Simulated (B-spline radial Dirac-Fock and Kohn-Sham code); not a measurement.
## Energy-loss ionisation edge M2 of Mn

System: atomic manganese, [Ar] 3d5 4s2. Calculated with an atomic code on a B-spline grid, using the first Born approximation with generalised oscillator strengths from a Dirac-Hartree-Slater potential (longitudinal and transverse terms; continuum final states only, so no white lines or fine structure). The edge is taken at 61.29 eV (orbital energy of the model).

The run's input, task.json:

```json
{"items": [{
  "Z": 25,
  "q": 0,
  "cfg": [[1, 0, 2], [2, 0, 2], [2, 1, 6], [3, 0, 2], [3, 1, 6], [3, 2, 5], [4, 0, 2]],
  "A": 55,
  "rrms": 3.7057,
  "do": "eels",
  "beams": [[60, 10], [60, 50], [60, 100], [80, 5], [80, 10], [80, 20], [80, 50], [80, 100], [120, 10], [120, 100], [200, 5], [300, 20], [300, 50], [300, 100]]
}]}
```

Command: `python xray2_run.py task.json out`

Partial cross sections σ(β, Δ) in barn, integrated over a window Δ above the edge and up to the collection semi-angle β, for parallel illumination:

```
E₀ (kV)  β (mrad)  Δ = 25 eV  Δ = 50 eV  Δ = 100 eV  Δ = 200 eV  Δ = 300 eV
     60        10       7350      11500       18000       23700       25500
     60        50          ?          ?           ?           ?           ?
     60       100      14600      24400       40500       56700       63300
     80         5       4610       7150       11100       14500       15600
     80        10       6520      10300       16100       21300       23100
     80        20       9310      15000       23700       31000       33500
     80        50      11600      19400       32000       44200       48600
     80       100      11700      19600       32600       45700       51200
    120        10       5600       8900       14000       18600       20200
    120       100       8830      14800       24600       34500       38700
    200         5       3480       5490        8700       11700       12700
    300        20       5230       8710       14400       19800       21600
    300        50       5350       8950       14900       21000       23500
    300       100       5350       8950       14900       21000       23600
```

Task: Give the row for 60 kV and 50 mrad.

Result: 14200 b for 25 eV, 23700 b for 50 eV, 39000 b for 100 eV, 53100 b for 200 eV, 57900 b for 300 eV.
